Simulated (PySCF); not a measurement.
A side-by-side comparison of computed properties.

First species: MgI2.
SMILES: `[I][Mg][I]`

Second species: N-methylmethanimine, C2H5N.
Numbering: `[CH2:1]=[N:2][CH3:3]` (hydrogens: H4, H5 on C1; H6, H7, H8 on C3)

Levels: B3LYP/def2-SVPD for dipole moment, HOMO energy, LUMO energy, HOMO–LUMO gap and static isotropic polarisability; TDDFT B3LYP/def2-SVPD for lowest singlet excitation; TDA B3LYP/def2-SVPD for lowest triplet excitation (Tamm–Dancoff); ΔSCF B3LYP/def2-SVPD for vertical ionisation energy; PBE0-D3(BJ)/def2-SVP for smallest rotational constant. Geometries: PBE0-D3(BJ)/def2-SVP. Each structure is a single optimised conformer of the isolated species (atoms past krypton carry core potentials, spin–orbit coupling is left out). Electronic properties by PySCF.

Values for the first species:

| Property | Result |
| --- | --- |
| Dipole moment | 0.00 D |
| HOMO energy | -7.49 eV |
| LUMO energy | -2.22 eV |
| HOMO–LUMO gap | 5.27 eV |
| Lowest singlet excitation | 4.34 eV |
| Lowest triplet excitation (Tamm–Dancoff) | 4.14 eV |
| Static isotropic polarisability | 101.0 au |
| Vertical ionisation energy | 9.46 eV |
| Smallest rotational constant | 0.307 GHz |

(1) Estimate the same properties for the second species, and the change in each.

## Answers

(1) 
```csv
property,first,second,second less first
dipole moment,0.00 D,1.49 D,+1.49 D
HOMO energy,-7.49 eV,-7.12 eV,+0.37 eV
LUMO energy,-2.22 eV,-0.64 eV,+1.58 eV
HOMO–LUMO gap,5.27 eV,6.48 eV,+1.21 eV
lowest singlet excitation,4.34 eV,4.89 eV,+0.55 eV
lowest triplet excitation (Tamm–Dancoff),4.14 eV,4.06 eV,-0.08 eV
static isotropic polarisability,101.0 au,35.8 au,-65.2 au
vertical ionisation energy,9.46 eV,9.81 eV,+0.35 eV
smallest rotational constant,0.307 GHz,9.444 GHz,+9.137 GHz
```

On the first: The ΔSCF ionisation energy exceeds −ε(HOMO) by 1.97 eV with B3LYP. Point group D∞h forbids a permanent dipole, so the rigid molecule has no electric-dipole pure rotational spectrum. Atoms past krypton carry effective core potentials; spin–orbit coupling is left out.

On the second: The vertical singlet–triplet gap S1 − T1 is 0.83 eV (TDDFT singlet less Tamm–Dancoff triplet; S1: HOMO→LUMO, weight 1.00; T1: HOMO→LUMO, weight 0.99). In wavenumbers S1 is 39400 cm⁻¹ (1 eV = 8065.54 cm⁻¹).
